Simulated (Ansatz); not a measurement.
Geometry optimisation, RKS r2SCAN-D4/6-31G in Ansatz.

Input:

```yaml
crystal:
  periodic: [false, false, false]
  atoms:
    - { symbol: C, position_ang: [-1.6464, -0.0344, 0.741] }
    - { symbol: B, position_ang: [-0.1985, 0.1325, 1.2444] }
    - { symbol: C, position_ang: [1.0055, 0.0726, 0.2606] }
    - { symbol: C, position_ang: [0.9893, -0.0809, -1.0452] }
    - { symbol: O, position_ang: [2.0532, -0.1467, -1.859] }
    - { symbol: H, position_ang: [-2.3909, 0.1001, 1.5889] }
    - { symbol: H, position_ang: [-1.8866, 0.8319, 0.0173] }
    - { symbol: H, position_ang: [-1.7991, -0.9523, 0.222] }
    - { symbol: H, position_ang: [0.0044, 0.2989, 2.4435] }
    - { symbol: H, position_ang: [2.0281, 0.1658, 0.7316] }
    - { symbol: H, position_ang: [-0.0687, -0.1878, -1.4852] }
    - { symbol: H, position_ang: [2.97543, -0.09142, -1.54649] }
basis:
  gaussian: { orbitals: "6-31G" }
hamiltonian:
  xc: r2scan
  dispersion: d4
relax:
  f_tol: 0.015
  max_steps: 40
output:
  orbitals: {}
```

Launched with:

```bash
$ ansatz run input.yaml --threads 1 --pin off --max-ram 2048MiB --backend cpu --events-out ev --progress --plain --runs-dir out
```

Problem. Where does it end, and by what steps?

Solution. The forces met the threshold. The force dipped under the threshold on the way, but the program's further checks kept it going. Limits of this set-up: no polarisation functions. After 17 steps the energy has fallen by 0.595 eV; H7 moved furthest, 0.94 Å.

```csv
step,energy less start (eV),largest force component (eV/Å),accepted
0,0.0000,4.016,yes
1,-0.4526,1.313,yes
2,-0.5070,0.724,yes
3,-0.5227,1.162,yes
4,-0.5512,0.217,yes
5,-0.5539,0.097,yes
6,-0.5648,0.086,yes
7,-0.5440,0.831,no
8,-0.5719,0.047,yes
9,-0.5770,0.196,yes
10,-0.5790,0.356,yes
11,-0.5904,0.024,yes
12,-0.5341,0.596,no
13,-0.5930,0.006,yes
14,-0.5931,0.172,yes
15,-0.5942,0.050,yes
16,-0.5945,0.004,yes
17,-0.5946,0.007,yes
```

```xyz
12
Properties=species:S:1:pos:R:3
C -1.662 0.055 0.711
B -0.180 0.298 1.181
C 1.062 0.134 0.301
C 0.989 -0.246 -1.001
O 2.040 -0.418 -1.868
H -2.134 -0.700 1.360
H -2.251 0.973 0.869
H -1.802 -0.260 -0.330
H -0.014 0.640 2.325
H 2.060 0.324 0.713
H 0.059 -0.462 -1.516
H 2.899 -0.229 -1.432
```

Whether the end is a true minimum wasn't checked by a vibrational analysis.

Time of the run: 92 s on 1 thread of Arm Neoverse V2, on a shared host, peak memory 0.17 GiB.
